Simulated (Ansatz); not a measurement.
Two isomers of C2H7BFN: A = `CBNCF`, B = `CN(C)BF`.

Computed with Ansatz on PBE0-D4/def2-TZVP structures; ΔE is electronic, products minus reactants. CCSD(T)/CBS adds triple-zeta CCSD(T) − MP2 to the extrapolated MP2 energy (def2 sets, frozen cores). Functionals use def2-TZVPP. B3LYP here is the variant with VWN-RPA as its local correlation; programs differ in this. Each species was taken in one conformer, which may not be the lowest.

Task: Which is lower in electronic energy at CCSD(T)/CBS, and by how much? (Best estimate.)

Result: The calculation gave: B, by 29.7 kcal/mol.

Task: Give E(B) − E(A) in kcal/mol with PBE-D4, r2SCAN-D4, HF/def2-TZVPP, B3LYP, PBE0-D4, CCSD(T)/def2-TZVPP, B3LYP-D4. (Best estimate.)

Result: Computed: PBE-D4 -27.4, r2SCAN-D4 -28.4, HF/def2-TZVPP -29.3, B3LYP -28.2, PBE0-D4 -28.0, CCSD(T)/def2-TZVPP -29.8, B3LYP-D4 -29.0. None reverses the order clearly.

Largest T1 diagnostic: 0.012.

From PBE to PBE0 (25 % exact exchange), in def2-TZVPP and without D4, E(B) − E(A) moves by −0.7 kcal/mol. The D4 term adds −0.8 kcal/mol with B3LYP and −0.4 kcal/mol with PBE0; it sums over pairs of atoms, weighted by their polarisabilities, and B3LYP, whose exchange is more repulsive, gets the larger term.
